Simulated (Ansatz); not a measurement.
Molecule: sum formula HSiO2F2 (charge -1, singlet). It need not be the lowest isomer of its formula. Whether it binds its extra electron was not tested at this geometry. 
Structure (B3LYP-D3(BJ)/def2-TZVP (Ansatz, a first-principles code) minimum search):
SMILES: F[Si](O)([O-])F
```xyz
6

O     -1.1113    -0.4176    -1.2434
Si    -0.1120    -0.0464    -0.1379
O      1.5190    -0.1856    -0.5105
F     -0.2178    -0.8737     1.2759
F     -0.2010     1.4749     0.4720
H      2.0762     0.0644     0.2315
```
Charge -1, spin multiplicity 1.

Basis-set convergence of Hartree-Fock and CCSD(T) correlation energies (hartree) with Ansatz. Valence correlation only, unless marked. No spin-orbit coupling. Non-relativistic.

| basis | functions | E(HF) | E(corr, CCSD(T)) |
|---|---|---|---|
| aug-cc-pV(D+d)Z | 133 | -638.44411 | -0.95330 |
| aug-cc-pV(T+d)Z | 262 | -638.56387 | -1.17671 |
| aug-cc-pV(Q+d)Z | 455 | -638.59312 | -1.25528 |

Extrapolating the two largest sets (X = 3 and 4) as X^-3: E(corr) = (64·(-1.25528) - 27·(-1.17671))/37 = -1.3126 Eh, an estimate of the basis-set limit. The largest set recovers 95.6 % of it, the smallest 72.6 %.
